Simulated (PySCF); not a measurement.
```xyz
4

Ga     0.0000     0.0000    -0.0005
H      1.5673    -0.0455     0.0101
H     -0.7444     1.3802    -0.0013
H     -0.8229    -1.3348    -0.0083
```

Charge 0, multiplicity 1.

Problem. Give the Mulliken and meta-Löwdin atomic charges from TPSSh-D3(BJ)/def2-TZVP // PBE0-D3(BJ)/def2-TZVP (PySCF).

Solution. 
```tsv
atom	Mulliken (e)	meta-Löwdin (e)
Ga1	0.27	0.25
H2	-0.09	-0.08
H3	-0.09	-0.08
H4	-0.09	-0.08
```
